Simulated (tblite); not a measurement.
Parent: `[OH:1][CH2:2][CH2:3][CH:4]([SiH3:5])[SiH3:6]` with H–O1–C2–C3 -168°, O1–C2–C3–C4 68°, C2–C3–C4–Si5 -50°, C3H12OSi2.

Structures optimised with GFN2-xTB, isolated species. One conformer each, not checked by frequencies here.

| coordinate of the parent | value |
| --- | --- |
| O1–C2 | 1.411 Å |
| C2–C3 | 1.522 Å |
| C3–C4 | 1.526 Å |
| C4–Si5 | 1.912 Å |
| C4–Si6 | 1.902 Å |
| O1–C2–C3 | 107.2° |
| C2–C3–C4 | 111.8° |
| C3–C4–Si5 | 112.8° |
| C3–C4–Si6 | 110.2° |
| Si5–C4–Si6 | 112.4° |

**Question.** How does the shared frame change in `[CH3:1][C:2]#[C:3][SiH2:4][C@@H:5]([SiH3:6])[CH2:7][CH2:8][OH:9]` with C3–Si4–C5–Si6 160°, Si4–C5–C7–C8 64°, C5–C7–C8–O9 -86°, C7–C8–O9–H 74°, C6H14OSi2? Atoms pair as O1 = O9, C2 = C8, C3 = C7, C4 = C5, Si5 = Si4, Si6 = Si6 (parent first).

**Answer.** 
```csv
parent,relative,value in the relative,change
O1–C2,O9–C8,1.406 Å,-0.005
C2–C3,C8–C7,1.536 Å,+0.014
C3–C4,C7–C5,1.533 Å,+0.007
C4–Si5,C5–Si4,1.912 Å,0.000
C4–Si6,C5–Si6,1.908 Å,+0.006
O1–C2–C3,O9–C8–C7,114.1°,+6.9
C2–C3–C4,C8–C7–C5,115.3°,+3.5
C3–C4–Si5,C7–C5–Si4,114.5°,+1.7
C3–C4–Si6,C7–C5–Si6,109.3°,-0.9
Si5–C4–Si6,Si4–C5–Si6,111.6°,-0.8
```

Of the parent's bonds, C2–C3 changes most (+0.014 Å). Bonds of the relative outside the shared frame: C1–C2 1.445, C2≡C3 1.207, C3–Si4 1.852 Å. Point group C1 → C1.

These are computed values.
